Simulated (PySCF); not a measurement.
Excitation energy of B+ by level of theory

B+ [He] 2s2 (1S) → B+ [He] 2s1 2p1 (3P), as a difference of total energies. All numbers are calculated (PySCF 2.14, no relativity, point nucleus, in def2-TZVPPD (6s3p3d1f, 37 functions)). Correlated levels: valence: 1s2 frozen; valence and next inner shell: nothing frozen. The calculations carry no spin-orbit coupling.

| method | excitation energy (eV) |
| --- | --- |
| UHF | 3.136 |
| LDA | 4.075 |
| PBE | 3.966 |
| r2SCAN | 3.608 |
| r2SCAN0 | 3.681 |
| LC-wPBE | 3.894 |
| TPSS | 4.027 |
| MP2 (valence) | 4.022 |
| SCS-MP2 (valence) | 4.268 |
| MP2 (valence and next inner shell) | 4.020 |
| SCS-MP2 (valence and next inner shell) | 4.270 |

**Question.** Estimate what M06 gives.

**Answer.** 4.179 eV, closest to SCS-MP2 (valence) among the rows shown.

**Question.** Estimate what PBE0 gives.

**Answer.** 3.930 eV, closest to PBE among the rows shown.

Errors of the correlated levels include the incompleteness of this basis and the frozen core.

For comparison: 4.631 eV (measured; NIST levels, between the centres of gravity of the two terms).
